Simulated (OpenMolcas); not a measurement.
**Mn3+: effect of the active space**

| Quantity | Value |
| --- | --- |
| Program | OpenMolcas |
| Method | CASSCF or its RAS form |
| Basis | ANO-R2 |
| Scalar Hamiltonian | X2C, finite nucleus |
| Spin-orbit coupling | RASSI with atomic mean-field integrals over the reference wave functions, term energies averaged over their components |

A. 4 electrons in 5 orbitals (3d); 2S+1 = 5 even, 5 roots; 2S+1 = 3 even, 45 roots; 2S+1 = 1 even, 50 roots; cost roughly 30 core-seconds
B. 10 electrons in 8 orbitals (RAS1 3p, at most 2 holes; RAS2 3d); 2S+1 = 5 even, 5 roots; 2S+1 = 3 even, 45 roots; 2S+1 = 1 even, 44 roots; cost roughly 50 core-seconds
C. 4 electrons in 10 orbitals (3d 4d); 2S+1 = 5 even, 5 roots; 2S+1 = 3 even, 45 roots; 2S+1 = 1 even, 44 roots; cost about 70 core-seconds

Energies in eV above 3d4 5D0, the measured ground level; measured values from Corliss and Sugar, J. Phys. Chem. Ref. Data 6, 1253 (1977).

```
     Level       A       B       C  Measured
   3d4 5D0  0.0000  0.0000  0.0000    0.0000
   3d4 5D1  0.0123  0.0129  0.0126    0.0123
   3d4 5D2  0.0365  0.0381  0.0371    0.0356
   3d4 5D3  0.0716  0.0746  0.0729    0.0685
   3d4 5D4  0.1167  0.1210  0.1188    0.1098
   3d4 3H4  2.9556  3.1789  2.8541    2.6385
   3d4 3H5  2.9812  3.2075  2.8817    2.6625
   3d4 3H6  3.0100  3.2383  2.9127    2.6879
3d4 3P0(1)  3.1876  2.7517  3.0651    2.5608
3d4 3P1(1)  3.2604  2.8284  3.1389    2.6382
3d4 3P2(1)  3.3918  2.9644  3.2715    2.7679
3d4 3F2(1)  3.4002  3.2183  3.2834    2.8257
3d4 3F3(1)  3.4086  3.2329  3.2930    2.8346
3d4 3F4(1)  3.4226  3.2518  3.3088    2.8466
   3d4 3G3  3.7240  3.7752  3.5999    3.1542
   3d4 3G4  3.7550  3.8077  3.6329    3.1828
   3d4 3G5  3.7812  3.8396  3.6614    3.2084
   3d4 1I6  4.4419  4.7817  4.3060          
3d4 1G4(1)  4.6847  4.5075  4.5271          
   3d4 3D3  4.8065  4.6276  4.6699    3.8913
   3d4 3D2  4.8167  4.6364  4.6791    3.9022
   3d4 3D1  4.8277  4.6486  4.6891    3.9155
   3d4 1F3  6.7051  6.5249  6.5186          
3d4 3F4(2)  7.9127  7.5351  7.6231    6.5975
```

Deviations, from unrounded energies. A percentage is the sum of absolute deviations over the sum of measured energies, with the sign that they share, or ± where signs differ.

| Against measurement | Levels | A | B | C |
| --- | --- | --- | --- | --- |
| mean absolute deviation (cm-1) | 20 | 4200 | 3400 | 3300 |
| fine structure of the ground term (%) | 4 | +4.9 | +9.1 | +6.7 |
| other terms of the ground configuration (%) | 16 | +19.7 | +16.1 | +15.8 |

B, C lie about equally close to measurement and A furthest from it. The largest miss of C in the table is 3d4 3F4(2), by +8300 cm-1. The ranking rests on the paired levels alone, and a cruder setting can come out closer through cancelling errors.

The spin-orbit steps hold different terms of 3d4 (B lacks a 1D, a 1S; C lacks a 1D, a 1S), which shifts levels as well.

Among A to C the level of the table that moves most is 3d4 1I6, by 3800 cm-1 (lowest in C, highest in B).

Without dynamic correlation excited terms often stand tens of per cent too high (terms of higher spin than the ground term too low), and those without a measured partner can miss by more than the paired ones. Active for correlation alone: 3p; no level in the range computed is led by a configuration that opens it, so any true level of that kind is missing (holds for B). Active for correlation alone: 4d; no level in the range computed is led by a configuration that fills it, so any true level of that kind is missing (holds for C). Measured partners are found by configuration, term and J. A level has none where our copy of the source lacks it or the pairing is in doubt (some pairs that miss far off the trend of their configuration count as doubtful), and it then counts in no deviation. Only configurations of the active space appear. Levels that lie high or do not pair safely by name in every column are left out.

A number in round brackets counts repeated terms of one configuration in the order of the reference energies.
